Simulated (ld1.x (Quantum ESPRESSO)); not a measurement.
**An all-electron radial function and its pseudo partner (P)**

Columns: radius, all-electron u(r) and pseudo u(r) of the 3p shell (level -5.60 eV) of phosphorus in the configuration [Ne] 3s2 3p3; BP86, scalar-relativistic, TM scheme, ld1.x (Quantum ESPRESSO) 7.5.

```
r (bohr)  all-electron   pseudo
   0.098        0.1277  -0.0052
   0.195        0.2585  -0.0203
   0.292        0.2974  -0.0449
   0.390        0.2588  -0.0789
   0.488        0.1728  -0.1210
   0.585        0.0651  -0.1695
   0.682       -0.0492  -0.2234
   0.780       -0.1615  -0.2817
   0.878       -0.2649  -0.3420
   0.975       -0.3557  -0.4016
   1.072       -0.4344  -0.4589
   1.170       -0.5013  -0.5126
   1.268       -0.5561  -0.5602
   1.365       -0.5989  -0.5998
   1.463       -0.6318  -0.6315
   1.560       -0.6548  -0.6545
   1.658       -0.6698  -0.6697
   1.755       -0.6774  -0.6774
   1.852       -0.6791  -0.6791
   1.950       -0.6756  -0.6756
   2.047       -0.6679  -0.6679
   2.145       -0.6567  -0.6567
   2.242       -0.6428  -0.6428
   2.340       -0.6265  -0.6265
   2.438       -0.6086  -0.6086
   2.535       -0.5896  -0.5896
```

How many radial nodes do the two functions have?

The all-electron 3p function has n − l − 1 = 1; the pseudo-wave has 0, since the states of the same l below it are removed with the core.

At about which radius was the pseudo-wave matched?

1.95 bohr. The columns agree to 0.0005 from 1.46 bohr on; several derivatives are matched, so the curves merge somewhat inside the radius.

Is the pseudo-wave norm-conserving?

Yes: the TM scheme keeps the norm inside the radius equal to the all-electron one, which fixes the energy derivative of the logarithmic derivative at the level.
